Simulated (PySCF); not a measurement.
## Sm⁵¹⁺ (samarium, charge +51) across methods

[Ne] 3s1, 2S determinant. Computed with PySCF 2.14 in an even-tempered Gaussian basis (16 s from 12 bohr⁻², ratio 2.5; 10 p from 15 bohr⁻², ratio 2.5; 4 d from 56 bohr⁻², ratio 2.7; 4 f from 84 bohr⁻², ratio 2.7), with the non-relativistic Hamiltonian (point nucleus).

```tsv
method	E (hartree)	mean ε 2p α (eV)	mean ε 2p β (eV)	mean ε 3s α (eV)	Σ⟨r²⟩ (bohr²)	⟨S²⟩
BHandHLYP	-7322.66	-10242.9	-10239.1	-4404.5	0.1478	0.750
PBE	-7321.81	-10174.6	-10171.1	-4385.8	0.1478	0.750
B3LYP	-7322.16	-10202.3	-10198.9	-4393.9	0.1478	0.750
r2SCAN	-7322.55	-10190.9	-10187.6	-4386.2	0.1479	0.750
LDA	-7315.33	-10170.2	-10166.9	-4384.2	0.1479	0.750
PBE0	-7322.02	-10208.6	-10204.9	-4394.9	0.1478	0.750
```

(1) Estimate the same row for UHF.

A non-relativistic calculation at this Z misses sizeable relativistic shifts. Spin-orbit coupling, which splits the p, d and f shells strongly at this Z, is absent.

Answers

(1) E (hartree) = -7322.20850; mean ε 2p α (eV) = -10308.9; mean ε 2p β (eV) = -10304.2; mean ε 3s α (eV) = -4421.5; Σ⟨r²⟩ (bohr²) = 0.1479; ⟨S²⟩ = 0.750.
